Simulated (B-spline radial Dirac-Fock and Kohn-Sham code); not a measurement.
## Elastic scattering of 69.2 eV electrons by atomic rhenium

Method: relativistic (Dirac) partial waves in the static field of the Dirac-Fock atom with Furness-McCarthy exchange, without polarisation or absorption potentials. Computed with an atomic code on a B-spline grid. Below a few hundred eV the neglected polarisation potential matters, most of all at small angles.

```
θ (°)  dσ/dΩ (Å²/sr)  Sherman function
    0           24.3             0.000
  0.5           24.3             0.000
    1           24.2             0.000
    2           24.0             0.000
    4           23.1             0.001
    8           19.8             0.002
   12           15.6             0.005
   16           11.5             0.009
   24           5.70             0.027
   32           2.81             0.059
   45          0.972             0.114
   60          0.264             0.015
   75          0.201            -0.299
   90          0.343            -0.178
  105          0.297            -0.097
  120          0.104            -0.034
  135        0.00303             0.451
  150         0.0277            -0.104
  165         0.0763            -0.049
  180         0.0947             0.000
```

Problem. What integrated cross sections go with this distribution?

Solution. The total elastic cross section is 12.1 Å², the first transport cross section 2.80 Å² and the second, weighted with (3/2) sin²θ, 4.96 Å². The mean deflection is ⟨1 − cos θ⟩ = 0.231, and 8.1 % of the collisions scatter beyond 90°.

On this grid of angles the cross section has minima near 75°, 135°, from interference among the few low partial waves with large phase shifts.
